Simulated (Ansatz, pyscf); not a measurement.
:HSi–PH₂ (SMILES [SiH]P) [singlet] -> H₂Si=PH (SMILES [SiH2]=P), a hydrogen shift on the singlet surface: H–P broken, H–Si formed. Single points on ωB97X-D3(BJ)/def2-SVP structures (PySCF, gas phase). Wave-function energies: Ansatz (an electronic-structure program), frozen core, RHF or UHF references. In kcal/mol, from the reactant's lowest minimum found.

| level | barrier | reaction energy |
|---|---|---|
| B3LYP-D3(BJ)/def2-TZVP | 23.16 | -12.57 |
| PBE/def2-TZVP | 19.18 | -13.06 |
| CCSD(T)/cc-pV(D+d)Z | 23.48 | -13.05 |
| CCSDT(Q)/cc-pV(D+d)Z | [?] | [?] |
| CCSD(T)/cc-pV(T+d)Z | 22.92 | -13.43 |
| CCSD(T)/cc-pV(Q+d)Z | [?] | -14.03 |

**Question.** Complete the blanks.

**Answer.** 
- CCSDT(Q)/cc-pV(D+d)Z, barrier: 22.97
- CCSDT(Q)/cc-pV(D+d)Z, reaction energy: -13.11
- CCSD(T)/cc-pV(Q+d)Z, barrier: 22.57

In cc-pV(D+d)Z, going from CCSD(T) to CCSDT(Q) shifts the barrier by -0.50 and the reaction energy by -0.06 kcal/mol. With HF in the quadruple-zeta basis and the correlation energy extrapolated as X⁻³ from X = 3, 4, CCSD(T) gives 22.43 and -14.21; adding the double-zeta shift gives ΔE‡ = 21.93 and ΔE = -14.27 kcal/mol, without core correlation, relativity or geometry relaxation at these levels. One saddle was located; it need not be the lowest between these sides. One closed-shell reference is unstable to symmetry breaking; treat the single-reference values with care. The largest closed-shell T1 diagnostic is 0.038, which may signal static correlation.
